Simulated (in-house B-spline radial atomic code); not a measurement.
Successive ionisation energies of beryllium; each step leads to the configuration of the next row (after the last: bare). Dirac energy differences include first-order Breit, QED and recoil terms. NIST's values go from ground level to ground level; the uncertainty of those that are theory runs from under 0.1 % in few-electron ions to several per cent in heavy many-electron ones. Computed with an all-electron radial atomic-structure program (B-spline basis): Dirac-Hartree-Fock, average of the configuration, finite nuclei.

```json
{"ion": "Be", "configuration": "[He] 2s2", "ionisation energy (eV)": "8.04", "tabulated value (eV)": "9.322699", "tabulated kind": "measured", "computed minus tabulated (eV)": "-1.28", "highest orbital": "2s1/2", "largest mean radius (bohr)": "2.6489"}
{"ion": "Be+", "configuration": "[He] 2s1", "ionisation energy (eV)": "18.13", "tabulated value (eV)": "18.21115", "tabulated kind": "measured", "computed minus tabulated (eV)": "-0.08", "highest orbital": "2s1/2", "largest mean radius (bohr)": "2.2796"}
{"ion": "Be2+", "configuration": "1s2", "ionisation energy (eV)": "152.69", "tabulated value (eV)": "153.8962", "tabulated kind": "tabulated theory", "computed minus tabulated (eV)": "-1.21", "highest orbital": "1s1/2", "largest mean radius (bohr)": "0.41404"}
{"ion": "Be3+", "configuration": "1s1", "ionisation energy (eV)": "217.72", "tabulated value (eV)": "217.7186", "tabulated kind": "tabulated theory", "computed minus tabulated (eV)": "0.00", "highest orbital": "1s1/2", "largest mean radius (bohr)": "0.37489"}
```

(1) Where is the largest jump?

## Answers

(1) From Be+ to Be2+, by a factor of 8.42 (18.127 to 152.69 eV); the highest orbital goes from 2s1/2 to 1s1/2.
